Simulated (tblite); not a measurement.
Record of a relaxation.

C₇H₇ClO.
SMILES with atom numbers: `[OH:1][C:2]1=[CH:3][C@H:4]2[CH:5]=[C:6]([Cl:7])[C@@H:8]1[CH2:9]2` (hydrogens: H10 on O1; H11 on C3; H12 on C4; H13 on C5; H14 on C8; H15, H16 on C9)

Computed with GFN2-xTB (tblite), gas phase: L-BFGS steps from a force-field or distance-geometry start until the largest atomic force falls under 0.01 eV/Å. 12 of its 52 geometries are shown.

Step 0: E = -737.3477 eV, largest atomic force 4.046 eV/Å
```
atom  x, y, z in Å  |  force x, y, z in eV/Å
O1      2.202    1.227    0.559   -0.120  -0.448  -0.712
C2      1.114    0.398    0.280    3.307  -0.754   2.205
C3      0.787   -0.669    1.048    0.530   1.722  -0.956
C4     -0.570   -1.036    0.527    0.342  -1.821   0.649
C5     -1.411    0.146    0.737   -1.932   2.477  -0.837
C6     -1.093    1.045   -0.232   -0.904  -0.416   1.536
Cl7    -1.943    2.496   -0.658    0.623  -0.482   0.228
C8      0.182    0.502   -0.830   -1.184   0.675  -1.930
C9     -0.257   -0.953   -0.961   -0.879   0.074  -0.187
H10     2.893    1.310   -0.143   -1.065  -0.199   0.388
H11     1.352   -1.111    1.817    0.096  -0.103   0.726
H12    -0.959   -1.990    0.863   -0.161  -0.048   0.213
H13    -2.177    0.353    1.486    0.293  -0.605  -0.371
H14     0.502    0.988   -1.731    0.322   0.350  -0.411
H15     0.541   -1.629   -1.204    0.175  -0.285  -0.513
H16    -1.170   -1.068   -1.569    0.556  -0.137  -0.030
```

Step 5: E = -737.8456 eV, largest atomic force 0.471 eV/Å
```
atom  x, y, z in Å  |  force x, y, z in eV/Å
O1      2.227    1.226    0.563   -0.035  -0.352  -0.311
C2      1.211    0.365    0.275   -0.053   0.212   0.262
C3      0.809   -0.631    1.060   -0.194  -0.121   0.087
C4     -0.564   -1.049    0.555    0.054  -0.083  -0.162
C5     -1.488    0.159    0.708    0.114   0.027   0.090
C6     -1.096    1.059   -0.190    0.134  -0.170   0.104
Cl7    -1.891    2.494   -0.641    0.200   0.198   0.078
C8      0.168    0.526   -0.861    0.099  -0.167   0.072
C9     -0.271   -0.950   -0.957    0.012   0.032  -0.107
H10     2.842    1.303   -0.172   -0.026   0.167  -0.198
H11     1.335   -1.098    1.873   -0.203   0.286   0.070
H12    -0.970   -2.001    0.901    0.133   0.210   0.101
H13    -2.212    0.301    1.491   -0.115  -0.267  -0.244
H14     0.516    1.025   -1.769   -0.145  -0.020   0.206
H15     0.527   -1.629   -1.257   -0.028   0.056  -0.099
H16    -1.149   -1.093   -1.590    0.054  -0.006   0.051
```

Step 9: E = -737.9936 eV, largest atomic force 0.402 eV/Å
```
atom  x, y, z in Å  |  force x, y, z in eV/Å
O1      2.285    1.151    0.508    0.282  -0.009   0.004
C2      1.220    0.350    0.294    0.071   0.118  -0.230
C3      0.779   -0.613    1.093    0.140  -0.039   0.064
C4     -0.556   -1.055    0.543   -0.056   0.025   0.115
C5     -1.506    0.130    0.703    0.166   0.083  -0.140
C6     -1.056    1.053   -0.141   -0.302   0.092  -0.142
Cl7    -1.758    2.552   -0.589    0.173  -0.061   0.197
C8      0.196    0.512   -0.840   -0.353   0.075   0.120
C9     -0.261   -0.950   -0.973    0.002  -0.170   0.088
H10     2.782    1.351   -0.295   -0.234   0.046  -0.120
H11     1.250   -0.996    1.976   -0.112   0.056   0.062
H12    -0.943   -1.964    0.975   -0.043  -0.368  -0.155
H13    -2.305    0.161    1.424    0.074   0.052  -0.253
H14     0.484    1.057   -1.738    0.112  -0.062   0.114
H15     0.511   -1.614   -1.345    0.307  -0.111   0.221
H16    -1.129   -1.117   -1.605   -0.227   0.273   0.057
```

Step 14: E = -738.0857 eV, largest atomic force 0.264 eV/Å
```
atom  x, y, z in Å  |  force x, y, z in eV/Å
O1      2.356    1.088    0.454   -0.129  -0.078  -0.166
C2      1.232    0.350    0.290   -0.022  -0.076   0.187
C3      0.784   -0.598    1.108   -0.189  -0.112   0.146
C4     -0.552   -1.071    0.558   -0.002   0.044  -0.193
C5     -1.510    0.107    0.683   -0.097   0.014  -0.030
C6     -1.073    1.043   -0.150    0.174   0.032   0.029
Cl7    -1.666    2.605   -0.513   -0.019  -0.105   0.131
C8      0.187    0.508   -0.823    0.132  -0.058   0.018
C9     -0.254   -0.964   -0.959    0.081   0.115  -0.016
H10     2.689    1.399   -0.395   -0.086   0.126  -0.075
H11     1.187   -0.929    2.045    0.077   0.007  -0.086
H12    -0.930   -2.011    0.958    0.096   0.093  -0.125
H13    -2.352    0.109    1.339   -0.119   0.099   0.084
H14     0.495    1.058   -1.705    0.067  -0.031  -0.128
H15     0.547   -1.616   -1.317   -0.155   0.011   0.124
H16    -1.148   -1.070   -1.583    0.190  -0.080   0.100
```

Step 19: E = -738.1210 eV, largest atomic force 0.154 eV/Å
```
atom  x, y, z in Å  |  force x, y, z in eV/Å
O1      2.371    1.056    0.409    0.027  -0.029   0.047
C2      1.232    0.338    0.304    0.015   0.023  -0.031
C3      0.765   -0.597    1.129    0.042   0.085  -0.029
C4     -0.562   -1.066    0.550    0.042  -0.035   0.072
C5     -1.528    0.104    0.667    0.046  -0.009   0.030
C6     -1.056    1.044   -0.143    0.017  -0.032   0.028
Cl7    -1.641    2.608   -0.458   -0.057   0.143   0.008
C8      0.204    0.508   -0.817    0.033  -0.042  -0.026
C9     -0.240   -0.955   -0.952   -0.028  -0.052   0.002
H10     2.620    1.439   -0.440   -0.127   0.061  -0.013
H11     1.181   -0.918    2.061   -0.006  -0.078  -0.013
H12    -0.914   -2.023    0.919   -0.075   0.018   0.020
H13    -2.380    0.122    1.316   -0.007   0.066   0.009
H14     0.520    1.045   -1.710    0.032  -0.020   0.044
H15     0.549   -1.628   -1.281    0.021  -0.017  -0.021
H16    -1.129   -1.067   -1.568    0.025  -0.081  -0.128
```

Step 23: E = -738.1327 eV, largest atomic force 0.151 eV/Å
```
atom  x, y, z in Å  |  force x, y, z in eV/Å
O1      2.381    1.042    0.393   -0.022   0.004  -0.035
C2      1.234    0.336    0.307    0.003  -0.049   0.013
C3      0.762   -0.589    1.137   -0.002  -0.150  -0.016
C4     -0.563   -1.064    0.554   -0.032  -0.007  -0.052
C5     -1.525    0.110    0.670    0.009   0.016  -0.005
C6     -1.046    1.049   -0.137   -0.039   0.012  -0.092
Cl7    -1.643    2.623   -0.429    0.057  -0.021  -0.006
C8      0.209    0.502   -0.815   -0.019   0.004   0.010
C9     -0.237   -0.964   -0.950    0.013   0.019  -0.004
H10     2.559    1.472   -0.452   -0.015   0.099   0.022
H11     1.182   -0.935    2.058   -0.004  -0.017  -0.006
H12    -0.924   -2.023    0.909   -0.044   0.015   0.114
H13    -2.385    0.148    1.309    0.053  -0.004   0.019
H14     0.540    1.032   -1.704   -0.010   0.032  -0.027
H15     0.556   -1.640   -1.270    0.012   0.052   0.032
H16    -1.110   -1.089   -1.591    0.038  -0.004   0.032
```

Step 28: E = -738.1431 eV, largest atomic force 0.082 eV/Å
```
atom  x, y, z in Å  |  force x, y, z in eV/Å
O1      2.376    1.036    0.382   -0.003  -0.024   0.008
C2      1.232    0.322    0.305   -0.003   0.009  -0.023
C3      0.767   -0.616    1.126   -0.010   0.075   0.006
C4     -0.573   -1.067    0.552    0.043   0.001  -0.001
C5     -1.516    0.121    0.669   -0.024  -0.028  -0.007
C6     -1.047    1.051   -0.153    0.050  -0.017   0.063
Cl7    -1.636    2.630   -0.422    0.057   0.015  -0.051
C8      0.208    0.498   -0.819    0.013  -0.050  -0.028
C9     -0.234   -0.970   -0.950   -0.010  -0.030  -0.003
H10     2.513    1.526   -0.438   -0.039   0.038   0.054
H11     1.188   -0.969    2.046   -0.014  -0.009  -0.042
H12    -0.952   -2.010    0.935    0.002   0.031  -0.042
H13    -2.364    0.174    1.321   -0.007  -0.022   0.038
H14     0.550    1.027   -1.706   -0.024  -0.016  -0.008
H15     0.572   -1.636   -1.253    0.016   0.003   0.014
H16    -1.091   -1.110   -1.607   -0.046   0.023   0.021
```

Step 32: E = -738.1476 eV, largest atomic force 0.074 eV/Å
```
atom  x, y, z in Å  |  force x, y, z in eV/Å
O1      2.377    1.026    0.371    0.031   0.028  -0.003
C2      1.233    0.317    0.299    0.017  -0.003   0.018
C3      0.764   -0.614    1.125   -0.015  -0.017   0.004
C4     -0.573   -1.067    0.551   -0.034  -0.006  -0.001
C5     -1.518    0.119    0.666    0.032   0.028   0.038
C6     -1.038    1.050   -0.148   -0.033   0.012  -0.041
Cl7    -1.607    2.636   -0.426    0.038   0.007  -0.027
C8      0.209    0.490   -0.823   -0.005   0.034   0.022
C9     -0.234   -0.977   -0.951   -0.005   0.026   0.006
H10     2.477    1.563   -0.424   -0.005   0.033   0.050
H11     1.183   -0.979    2.040    0.022   0.013   0.007
H12    -0.961   -2.002    0.938    0.020  -0.064  -0.023
H13    -2.359    0.173    1.329    0.012  -0.008  -0.008
H14     0.549    1.022   -1.708   -0.019  -0.026  -0.026
H15     0.582   -1.636   -1.244   -0.063  -0.031  -0.024
H16    -1.093   -1.113   -1.607    0.007  -0.025   0.010
```

Step 37: E = -738.1519 eV, largest atomic force 0.050 eV/Å
```
atom  x, y, z in Å  |  force x, y, z in eV/Å
O1      2.379    1.024    0.373   -0.029  -0.016   0.009
C2      1.235    0.312    0.296   -0.010   0.006   0.001
C3      0.764   -0.619    1.121    0.037  -0.033   0.000
C4     -0.578   -1.068    0.552    0.044  -0.003  -0.007
C5     -1.511    0.128    0.673   -0.013  -0.016  -0.019
C6     -1.035    1.051   -0.154    0.021   0.003   0.009
Cl7    -1.575    2.643   -0.448   -0.021   0.013   0.012
C8      0.209    0.486   -0.826    0.001  -0.044  -0.016
C9     -0.238   -0.980   -0.949   -0.016  -0.028  -0.006
H10     2.445    1.617   -0.384    0.004   0.027   0.015
H11     1.192   -0.995    2.026    0.006   0.027   0.026
H12    -0.966   -2.008    0.930    0.020   0.027   0.003
H13    -2.344    0.180    1.344   -0.015   0.027  -0.011
H14     0.541    1.006   -1.722    0.017   0.004   0.008
H15     0.572   -1.646   -1.241   -0.027  -0.015  -0.020
H16    -1.097   -1.123   -1.604   -0.020   0.020  -0.003
```

Step 42: E = -738.1539 eV, largest atomic force 0.056 eV/Å
```
atom  x, y, z in Å  |  force x, y, z in eV/Å
O1      2.376    1.024    0.376    0.020   0.018   0.010
C2      1.235    0.309    0.294    0.009  -0.018  -0.023
C3      0.771   -0.626    1.118   -0.019   0.034  -0.022
C4     -0.572   -1.070    0.550   -0.046   0.002   0.032
C5     -1.508    0.128    0.672    0.018   0.015  -0.005
C6     -1.030    1.051   -0.154    0.009  -0.020  -0.011
Cl7    -1.567    2.646   -0.451    0.000  -0.047   0.022
C8      0.210    0.478   -0.830    0.019   0.042   0.000
C9     -0.244   -0.986   -0.952    0.009   0.022   0.003
H10     2.435    1.641   -0.363   -0.021  -0.001   0.008
H11     1.197   -0.987    2.032   -0.009   0.003  -0.008
H12    -0.960   -2.008    0.931   -0.015  -0.027   0.022
H13    -2.343    0.188    1.342    0.019  -0.006  -0.017
H14     0.544    1.000   -1.723    0.018  -0.010  -0.005
H15     0.558   -1.658   -1.251    0.004  -0.015  -0.019
H16    -1.108   -1.120   -1.602   -0.017   0.009   0.012
```

Step 46: E = -738.1548 eV, largest atomic force 0.021 eV/Å
```
atom  x, y, z in Å  |  force x, y, z in eV/Å
O1      2.376    1.026    0.376   -0.001  -0.002  -0.005
C2      1.239    0.304    0.289   -0.004   0.017   0.011
C3      0.771   -0.627    1.116    0.002  -0.003   0.006
C4     -0.574   -1.072    0.551    0.013   0.000  -0.004
C5     -1.504    0.128    0.671    0.004  -0.002   0.000
C6     -1.024    1.048   -0.157    0.004   0.004  -0.007
Cl7    -1.560    2.643   -0.448   -0.009   0.002   0.004
C8      0.214    0.475   -0.833    0.002  -0.012  -0.005
C9     -0.246   -0.988   -0.953   -0.002  -0.005   0.007
H10     2.418    1.661   -0.348   -0.002  -0.004   0.005
H11     1.197   -0.984    2.030   -0.010  -0.004  -0.005
H12    -0.962   -2.010    0.935   -0.003   0.010   0.003
H13    -2.339    0.194    1.339    0.005  -0.010   0.000
H14     0.550    0.995   -1.727    0.007  -0.007  -0.012
H15     0.550   -1.666   -1.255   -0.011   0.008  -0.007
H16    -1.115   -1.118   -1.598    0.005   0.007   0.009
```

Step 51: E = -738.1550 eV, largest atomic force 0.008 eV/Å
```
atom  x, y, z in Å  |  force x, y, z in eV/Å
O1      2.376    1.026    0.377    0.002   0.000   0.003
C2      1.239    0.305    0.290    0.002  -0.006  -0.003
C3      0.772   -0.627    1.116    0.002   0.003  -0.002
C4     -0.572   -1.072    0.551   -0.006   0.003   0.005
C5     -1.502    0.128    0.670   -0.003   0.004  -0.004
C6     -1.023    1.048   -0.158   -0.001   0.000   0.000
Cl7    -1.562    2.643   -0.447   -0.002   0.001  -0.001
C8      0.215    0.473   -0.835    0.001   0.006   0.002
C9     -0.247   -0.988   -0.953    0.001   0.004  -0.001
H10     2.417    1.664   -0.344    0.000   0.004  -0.005
H11     1.196   -0.985    2.031    0.001  -0.004   0.005
H12    -0.962   -2.008    0.937    0.001  -0.002  -0.002
H13    -2.337    0.193    1.339    0.001  -0.003   0.003
H14     0.552    0.991   -1.730    0.001  -0.007   0.003
H15     0.547   -1.667   -1.259    0.004  -0.002  -0.002
H16    -1.117   -1.115   -1.595   -0.004   0.001  -0.001
```

**Question.** Summarise the path.

**Answer.** The energy falls by 77.89 kJ/mol from step 0 to step 51; nine tenths of that is first reached at step 14. It falls at every step. The largest force goes from 4.046 to 0.008 eV/Å. Among the bonds C2–C8 changes most, from 1.453 to 1.530 Å; the atoms move by 0.243 Å rms after alignment.

**Question.** Follow the three bonds and two angles with the largest change from start to end.

**Answer.** 
```json
{"step": "0", "E above end (kJ/mol)": "77.89", "largest force (eV/Å)": "4.046", "C2–C8 (Å)": "1.453", "C4–C5 (Å)": "1.466", "O1–C2 (Å)": "1.396", "C6–C5–H13 (°)": "121.9", "C2–O1–H10 (°)": "116.9"}
{"step": "2", "E above end (kJ/mol)": "40.49", "largest force (eV/Å)": "0.907", "C2–C8 (Å)": "1.551", "C4–C5 (Å)": "1.533", "O1–C2 (Å)": "1.341", "C6–C5–H13 (°)": "125.6", "C2–O1–H10 (°)": "116.7"}
{"step": "4", "E above end (kJ/mol)": "32.21", "largest force (eV/Å)": "0.385", "C2–C8 (Å)": "1.551", "C4–C5 (Å)": "1.527", "O1–C2 (Å)": "1.360", "C6–C5–H13 (°)": "126.2", "C2–O1–H10 (°)": "112.4"}
{"step": "7", "E above end (kJ/mol)": "23.14", "largest force (eV/Å)": "0.563", "C2–C8 (Å)": "1.542", "C4–C5 (Å)": "1.529", "O1–C2 (Å)": "1.356", "C6–C5–H13 (°)": "128.9", "C2–O1–H10 (°)": "111.4"}
{"step": "9", "E above end (kJ/mol)": "15.57", "largest force (eV/Å)": "0.402", "C2–C8 (Å)": "1.537", "C4–C5 (Å)": "1.527", "O1–C2 (Å)": "1.350", "C6–C5–H13 (°)": "131.0", "C2–O1–H10 (°)": "113.4"}
{"step": "11", "E above end (kJ/mol)": "11.23", "largest force (eV/Å)": "0.294", "C2–C8 (Å)": "1.538", "C4–C5 (Å)": "1.524", "O1–C2 (Å)": "1.353", "C6–C5–H13 (°)": "131.2", "C2–O1–H10 (°)": "113.2"}
{"step": "13", "E above end (kJ/mol)": "8.09", "largest force (eV/Å)": "0.290", "C2–C8 (Å)": "1.536", "C4–C5 (Å)": "1.522", "O1–C2 (Å)": "1.356", "C6–C5–H13 (°)": "130.5", "C2–O1–H10 (°)": "111.4"}
{"step": "16", "E above end (kJ/mol)": "4.73", "largest force (eV/Å)": "0.270", "C2–C8 (Å)": "1.532", "C4–C5 (Å)": "1.527", "O1–C2 (Å)": "1.351", "C6–C5–H13 (°)": "129.7", "C2–O1–H10 (°)": "111.2"}
{"step": "18", "E above end (kJ/mol)": "3.69", "largest force (eV/Å)": "0.178", "C2–C8 (Å)": "1.531", "C4–C5 (Å)": "1.524", "O1–C2 (Å)": "1.350", "C6–C5–H13 (°)": "130.0", "C2–O1–H10 (°)": "111.3"}
{"step": "20", "E above end (kJ/mol)": "2.99", "largest force (eV/Å)": "0.192", "C2–C8 (Å)": "1.530", "C4–C5 (Å)": "1.521", "O1–C2 (Å)": "1.351", "C6–C5–H13 (°)": "129.7", "C2–O1–H10 (°)": "110.8"}
{"step": "22", "E above end (kJ/mol)": "2.37", "largest force (eV/Å)": "0.135", "C2–C8 (Å)": "1.529", "C4–C5 (Å)": "1.521", "O1–C2 (Å)": "1.350", "C6–C5–H13 (°)": "129.1", "C2–O1–H10 (°)": "109.7"}
{"step": "24", "E above end (kJ/mol)": "1.93", "largest force (eV/Å)": "0.130", "C2–C8 (Å)": "1.530", "C4–C5 (Å)": "1.523", "O1–C2 (Å)": "1.349", "C6–C5–H13 (°)": "128.6", "C2–O1–H10 (°)": "109.6"}
{"step": "27", "E above end (kJ/mol)": "1.26", "largest force (eV/Å)": "0.101", "C2–C8 (Å)": "1.532", "C4–C5 (Å)": "1.522", "O1–C2 (Å)": "1.350", "C6–C5–H13 (°)": "128.4", "C2–O1–H10 (°)": "109.9"}
{"step": "29", "E above end (kJ/mol)": "1.04", "largest force (eV/Å)": "0.127", "C2–C8 (Å)": "1.530", "C4–C5 (Å)": "1.520", "O1–C2 (Å)": "1.350", "C6–C5–H13 (°)": "128.6", "C2–O1–H10 (°)": "109.8"}
{"step": "31", "E above end (kJ/mol)": "0.82", "largest force (eV/Å)": "0.082", "C2–C8 (Å)": "1.529", "C4–C5 (Å)": "1.520", "O1–C2 (Å)": "1.349", "C6–C5–H13 (°)": "128.8", "C2–O1–H10 (°)": "109.7"}
{"step": "33", "E above end (kJ/mol)": "0.64", "largest force (eV/Å)": "0.074", "C2–C8 (Å)": "1.529", "C4–C5 (Å)": "1.521", "O1–C2 (Å)": "1.348", "C6–C5–H13 (°)": "129.0", "C2–O1–H10 (°)": "109.6"}
{"step": "35", "E above end (kJ/mol)": "0.42", "largest force (eV/Å)": "0.083", "C2–C8 (Å)": "1.531", "C4–C5 (Å)": "1.522", "O1–C2 (Å)": "1.349", "C6–C5–H13 (°)": "129.2", "C2–O1–H10 (°)": "109.6"}
{"step": "38", "E above end (kJ/mol)": "0.25", "largest force (eV/Å)": "0.060", "C2–C8 (Å)": "1.530", "C4–C5 (Å)": "1.522", "O1–C2 (Å)": "1.349", "C6–C5–H13 (°)": "129.4", "C2–O1–H10 (°)": "109.8"}
{"step": "40", "E above end (kJ/mol)": "0.18", "largest force (eV/Å)": "0.045", "C2–C8 (Å)": "1.530", "C4–C5 (Å)": "1.523", "O1–C2 (Å)": "1.349", "C6–C5–H13 (°)": "129.3", "C2–O1–H10 (°)": "110.0"}
{"step": "42", "E above end (kJ/mol)": "0.11", "largest force (eV/Å)": "0.056", "C2–C8 (Å)": "1.531", "C4–C5 (Å)": "1.525", "O1–C2 (Å)": "1.349", "C6–C5–H13 (°)": "129.0", "C2–O1–H10 (°)": "110.2"}
{"step": "44", "E above end (kJ/mol)": "0.04", "largest force (eV/Å)": "0.062", "C2–C8 (Å)": "1.530", "C4–C5 (Å)": "1.524", "O1–C2 (Å)": "1.349", "C6–C5–H13 (°)": "128.8", "C2–O1–H10 (°)": "110.1"}
{"step": "47", "E above end (kJ/mol)": "0.01", "largest force (eV/Å)": "0.018", "C2–C8 (Å)": "1.529", "C4–C5 (Å)": "1.523", "O1–C2 (Å)": "1.349", "C6–C5–H13 (°)": "128.9", "C2–O1–H10 (°)": "109.9"}
{"step": "49", "E above end (kJ/mol)": "0.00", "largest force (eV/Å)": "0.013", "C2–C8 (Å)": "1.530", "C4–C5 (Å)": "1.523", "O1–C2 (Å)": "1.349", "C6–C5–H13 (°)": "129.0", "C2–O1–H10 (°)": "109.9"}
{"step": "51", "E above end (kJ/mol)": "0.00", "largest force (eV/Å)": "0.008", "C2–C8 (Å)": "1.530", "C4–C5 (Å)": "1.523", "O1–C2 (Å)": "1.349", "C6–C5–H13 (°)": "129.0", "C2–O1–H10 (°)": "109.9"}
```

The cost below is that of the whole relaxation. On one thread, Arm Neoverse V2 (aarch64), shared host, this took 0.32 s wall.
